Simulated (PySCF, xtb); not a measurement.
Be(OH)2 (BeH2O2), SMILES [OH][Be][OH]. One conformer was computed; it need not be the lowest.

Harmonic wavenumbers (cm⁻¹) from GFN2-xTB (xtb 6.7.1) at its own minimum, in rising order: 258, 276, 294, 296, 375, 746, 1553, 3899, 3903.

What does PySCF 2.14.0 with B3LYP-D3(BJ)/def2-TZVP give at its own minimum? (Estimate from the structure and the level; the computed values follow.)

204, 300, 308, 569, 571, 737, 1527, 3952, 3954. Paired by order, the mean absolute difference is 78 cm⁻¹ and the zero-point energies are 16.6 and 17.3 kcal/mol.
